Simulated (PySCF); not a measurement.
C2H4N2OSi, SMILES N#C/N=C/O[SiH3].

The structure is a stationary point at PBE-D3(BJ)/def2-SVP. The structure was generated by enumeration; whether it is a known compound was not checked. The values are those of a single conformer.

All values below come from PySCF with SMD-PBE0/def2-SVP.

Solvation free energies are E(SMD) − E(gas) at the gas-phase geometry, for 1 M in both phases. In vacuum the dipole moment is 4.77 D.

| solvent | ΔG(solv) (kcal/mol) | its non-electrostatic (CDS) part | dipole (D) |
|---|---|---|---|
| water | ? | ? | ? |
| chlorobenzene | -8.7 | -2.1 | 5.92 |
| chloroform | -7.3 | -1.0 | 5.85 |

Question: Fill in the missing entries. (Estimate from the structure and the level; the computed values follow.)

Answer: 
- water, ΔG(solv) (kcal/mol): -2.8
- water, its non-electrostatic (CDS) part: 6.5
- water, dipole (D): 6.23
